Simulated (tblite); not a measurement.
Input of a run (GFN2-xTB geometry optimisation, gas phase (tblite 0.8.0)), started from a force field or distance geometry:
```
{"job": {"kind": "relax", "xc": "GFN2-xTB", "basis": "xTB"}, "charge": 0, "multiplicity": 1}
C     -1.831700     1.134300    -0.221300
N     -0.850500     0.297700     0.429700
C     -1.630600    -0.603200     1.287100
Si    -0.037700    -0.662500    -0.821100
C      1.802500    -0.753800    -0.634900
F      2.129600    -1.842400     0.126200
F      2.392000    -0.955500    -1.891700
Si     2.567700     0.765700     0.117600
H     -1.396400     2.018900    -0.694800
H     -2.384700     0.464700    -0.909200
H     -2.589100     1.384900     0.574800
H     -1.151200    -0.846200     2.231000
H     -1.915300    -1.494500     0.681700
H     -2.609400    -0.089800     1.493800
H     -0.436100    -0.172300    -2.133700
H     -0.540000    -2.056100    -0.665200
H      2.941800     1.780100    -0.868600
H      1.698800     1.312100     1.146700
H      3.830600     0.327300     0.744500
```

Output (eV, eV/Å):
```
step      E/eV     max force
  0    -757.69532    2.190
  1    -757.88730    1.141
  2    -758.01379    0.738
  3    -758.10854    0.765
  4    -758.22818    0.756
  5    -758.31500    0.816
  6    -758.39230    0.637
  7    -758.45723    0.543
  8    -758.51190    0.658
  9    -758.56236    0.497
 10    -758.59939    0.400
 11    -758.61825    0.302
 12    -758.63081    0.226
 13    -758.64214    0.235
 14    -758.65235    0.244
 15    -758.66179    0.214
 16    -758.67044    0.257
 17    -758.67804    0.241
 18    -758.68338    0.143
 19    -758.68711    0.131
 20    -758.69078    0.157
 21    -758.69501    0.225
 22    -758.69938    0.201
 23    -758.70303    0.101
 24    -758.70565    0.105
 25    -758.70829    0.133
 26    -758.71206    0.194
 27    -758.71690    0.185
 28    -758.72223    0.217
 29    -758.72766    0.238
 30    -758.73339    0.205
 31    -758.73929    0.213
 32    -758.74544    0.180
 33    -758.75125    0.177
 34    -758.75675    0.230
 35    -758.76265    0.200
 36    -758.77311    0.284
 37    -758.78343    0.327
 38    -758.79499    0.279
 39    -758.80826    0.284
 40    -758.81997    0.240
 41    -758.80496    0.616
 42    -758.83194    0.158
 43    -758.83565    0.116
 44    -758.84432    0.239
 45    -758.84870    0.206
 46    -758.85967    0.194
 47    -758.86470    0.170
 48    -758.86869    0.120
 49    -758.87134    0.153
 50    -758.87487    0.149
 51    -758.87844    0.137
 52    -758.88307    0.177
 53    -758.88639    0.237
 54    -758.89152    0.183
 55    -758.89579    0.137
 56    -758.89927    0.112
 57    -758.90115    0.113
 58    -758.90295    0.107
 59    -758.90469    0.100
 60    -758.90728    0.115
 61    -758.91055    0.130
 62    -758.91361    0.132
 63    -758.91582    0.125
 64    -758.91763    0.120
 65    -758.91924    0.127
 66    -758.92137    0.105
 67    -758.92393    0.115
 68    -758.92601    0.116
 69    -758.92779    0.107
 70    -758.92910    0.081
 71    -758.93019    0.095
 72    -758.93146    0.080
 73    -758.93314    0.092
 74    -758.93503    0.100
 75    -758.93663    0.098
 76    -758.93785    0.085
 77    -758.93893    0.071
 78    -758.94010    0.087
 79    -758.94123    0.070
 80    -758.94214    0.075
 81    -758.94293    0.069
 82    -758.94381    0.063
 83    -758.94485    0.081
 84    -758.94597    0.083
 85    -758.94698    0.071
 86    -758.94788    0.082
 87    -758.94873    0.081
 88    -758.94978    0.089
 89    -758.95106    0.082
 90    -758.95254    0.107
 91    -758.95400    0.088
 92    -758.95525    0.087
 93    -758.95617    0.062
 94    -758.95683    0.067
 95    -758.95742    0.067
 96    -758.95815    0.078
 97    -758.95892    0.065
 98    -758.95953    0.051
 99    -758.95994    0.045
100    -758.96028    0.047
101    -758.96072    0.047
102    -758.96133    0.059
103    -758.96194    0.071
104    -758.96260    0.074
105    -758.96338    0.063
106    -758.96438    0.065
107    -758.96540    0.062
108    -758.96615    0.051
109    -758.96661    0.065
110    -758.96709    0.053
111    -758.96796    0.069
112    -758.96918    0.085
113    -758.97050    0.086
114    -758.97189    0.090
115    -758.97328    0.099
116    -758.97478    0.080
117    -758.97608    0.099
118    -758.97684    0.089
119    -758.97783    0.070
120    -758.97852    0.067
121    -758.97938    0.089
122    -758.98058    0.083
123    -758.98217    0.118
124    -758.98352    0.070
125    -758.98412    0.047
126    -758.98450    0.067
127    -758.98483    0.049
128    -758.98531    0.051
129    -758.98573    0.039
130    -758.98594    0.031
131    -758.98616    0.028
132    -758.98640    0.030
133    -758.98663    0.029
134    -758.98683    0.029
135    -758.98703    0.029
136    -758.98724    0.029
137    -758.98747    0.029
138    -758.98771    0.031
139    -758.98789    0.028
140    -758.98801    0.025
141    -758.98813    0.023
142    -758.98831    0.028
143    -758.98854    0.034
144    -758.98875    0.025
145    -758.98886    0.025
146    -758.98892    0.020
147    -758.98897    0.016
148    -758.98904    0.017
149    -758.98911    0.017
150    -758.98920    0.021
151    -758.98930    0.023
152    -758.98943    0.029
153    -758.98959    0.026
154    -758.98974    0.020
155    -758.98986    0.022
156    -758.98993    0.020
157    -758.98998    0.016
158    -758.99002    0.012
159    -758.99005    0.011
160    -758.99008    0.010
```

**Question.** Summarise the run.

**Answer.** The energy falls by 1.295 eV over 160 L-BFGS steps, the largest force on an atom goes from 2.19 to 0.010 eV/Å, and the atoms move by 0.773 Å rms after alignment. The bond that changes most is Si4–C5 (SiH2 silicon to CF2 carbon), which lengthens by 0.081 Å. Bonds longer at the end by more than 0.005 Å: 5 of 18; shorter: 10. Among the angles that change most is C3–N2–Si4, from 108.8° to 123.2°. Among the dihedrals that turn most is C3–N2–Si4–H15, from 123° to -161°. The energy rose by more than 1e-5 eV at step 41. The first step brought 15 % of the lowering.

**Question.** What are the final bond lengths?

**Answer.** C1–N2 1.443 Å, N2–C3 1.446 Å, N2–Si4 1.714 Å, Si4–C5 1.933 Å, C5–F6 1.388 Å, C5–F7 1.388 Å, C5–Si8 1.933 Å, C1–H9 1.086 Å, C1–H10 1.096 Å, C1–H11 1.093 Å, C3–H12 1.085 Å, C3–H13 1.096 Å, C3–H14 1.094 Å, Si4–H15 1.462 Å, Si4–H16 1.470 Å, Si8–H17 1.460 Å, Si8–H18 1.461 Å, Si8–H19 1.460 Å. Numbering counts from 1 in the input's order; the species is `CN(C)[SiH2]C(F)(F)[SiH3]`.

Its GFN2-xTB frequencies are all real (lowest 52 cm⁻¹). One conformer, not necessarily the lowest. 3 starts were optimised and ended at 0.00, 1.25 and 2.52 kcal/mol (GFN2-xTB); the lowest of these is shown.

The numbers are calculated, not measured.
